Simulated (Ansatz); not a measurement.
Basis-set extrapolation for C₃H₄AlN, SMILES `C=C=C=[N][AlH2]` (PBE0-D4/def2-TZVP geometry, frozen core, Ansatz 0.2.0). Multiplicity 1, RHF reference.

```csv
,def2-TZVPP,def2-QZVPP
HF,-412.301322,-412.315549
MP2 correlation,-0.729719,-0.778270
CCSD(T) correlation,-0.796152,not run
```

Energies in hartree. Use E(X) = E(∞) + A·exp(−7.88·√X) for Hartree–Fock and E(X) = E(∞) + B·X^(−2.97) for correlation, with X = 3 and 4, and add CCSD(T) minus MP2 of the smaller set to the MP2 limit.

**Question.** What is the CCSD(T) energy at the basis-set limit?

**Answer.** HF limit: -412.315549 + (-0.014227) × 0.13774 = -412.31751. MP2 limit: -0.778270 + (-0.048551) × 0.74074 = -0.81423. Higher-order term: -0.796152 − (-0.729719) = -0.06643. Total: -413.19817 hartree, 2.74 eV below CCSD(T)/def2-TZVPP.
